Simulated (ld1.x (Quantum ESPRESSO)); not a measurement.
# An all-electron radial function and its pseudo partner (Zn (Z = 30))

Columns: radius, all-electron u(r) and pseudo u(r) of the 4p shell (level -1.23 eV) of zinc in the configuration [Ne] 3s2 3p6 3d10 4s2 4p0; LDA (PZ), scalar-relativistic, ultrasoft scheme, ld1.x (Quantum ESPRESSO) 7.5.

```
r (bohr)  all-electron   pseudo
   0.095        0.0937  -0.0338
   0.190        0.0576  -0.1242
   0.285       -0.0450  -0.2419
   0.380       -0.1264  -0.3495
   0.475       -0.1633  -0.4141
   0.570       -0.1614  -0.4176
   0.665       -0.1329  -0.3611
   0.760       -0.0891  -0.2623
   0.855       -0.0378  -0.1467
   0.950        0.0159  -0.0379
   1.045        0.0691   0.0503
   1.140        0.1198   0.1163
   1.235        0.1672   0.1671
   1.330        0.2108   0.2108
   1.425        0.2505   0.2505
   1.520        0.2864   0.2864
   1.615        0.3186   0.3186
   1.710        0.3473   0.3473
   1.805        0.3726   0.3726
   1.900        0.3950   0.3950
   1.995        0.4146   0.4146
   2.090        0.4316   0.4316
   2.185        0.4461   0.4461
   2.280        0.4586   0.4586
   2.375        0.4690   0.4690
   2.470        0.4776   0.4776
```

**Question.** How many radial nodes do the two functions have?

**Answer.** The all-electron 4p function has n − l − 1 = 2; the pseudo-wave has 1, since 1 lower shell of the same l stays in the valence.

**Question.** At about which radius was the pseudo-wave matched?

**Answer.** 1.30 bohr, where the columns begin to agree (steps of 0.10 bohr).

**Question.** Is the pseudo-wave norm-conserving?

**Answer.** No, it belongs to an ultrasoft set: the norm inside the radius is not constrained, and the difference is carried by the augmentation charge.
